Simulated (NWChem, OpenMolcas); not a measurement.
How basis sets differ on CH6AlOSi (SMILES [CH3][Al][O][SiH3])

CH6AlOSi: 10 atoms, total charge 0, spin state doublet. As SMILES, `[CH3][Al][O][SiH3]`. The coordinates come from a PBE0-D4/def2-TZVP relaxation. This is one conformer, not always the lowest.

```xyz
10

C     0.2438    1.9818   -1.3414
Al    1.0865    0.3006   -0.7661
O     0.1942   -0.6607    0.3091
Si   -0.2879   -1.8594    1.2940
H    -0.7010    1.7518   -1.8445
H     0.0148    2.5861   -0.4577
H     0.8698    2.5660   -2.0169
H     0.6868   -2.9846    1.2838
H    -1.6110   -2.3778    0.8547
H    -0.4130   -1.3550    2.6879
```

Quantity: the dipole moment, in D. The values are calculated.

| level | kind | program | value (D) | CPU time |
| --- | --- | --- | --- | --- |
| ROHF/ANO-RCC-MB (DKH2) | Hartree–Fock | OpenMolcas | 1.16 | 6.6 s |
| UHF/STO-3G | Hartree–Fock | OpenMolcas | 2.15 | 3.8 s |
| UHF/3-21G | Hartree–Fock | OpenMolcas | 0.93 | 5.3 s |
| UHF/def2-SVP | Hartree–Fock | NWChem | 1.00 | 21 s |

The values span 0.93 to 2.15 D. Magnitudes only. Sets without polarisation functions give poor dipoles. Times are those of the runs behind each value, whatever else they computed, on shared processors of several kinds: orders of magnitude only.
